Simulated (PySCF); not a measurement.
K₃S⁺ (singlet). Method: PBE0 in PySCF with S def2-TZVP, K def2-TZVP; no relativity; density-fitted integrals.

Harmonic bands of its minimum:

```json
{"ω (cm⁻¹)": "56", "IR (km/mol, summed over degenerate members)": "18.1", "degeneracy": "2"}
{"ω (cm⁻¹)": "63", "IR (km/mol, summed over degenerate members)": "71.0", "degeneracy": "1"}
{"ω (cm⁻¹)": "167", "IR (km/mol, summed over degenerate members)": "0.0", "degeneracy": "1"}
{"ω (cm⁻¹)": "270", "IR (km/mol, summed over degenerate members)": "215", "degeneracy": "2"}
```

Problem. The central atom is S. Infer the point group and assign the bands.

Solution. D3h. The modes span 2e' + a2'' + a1': 56 e', 63 a2'', 167 a1', 270 e'. The computed geometry has S–K 2.831 Å (×3); K–S–K 120.0° (×3).

This need not be the most stable arrangement of these atoms.
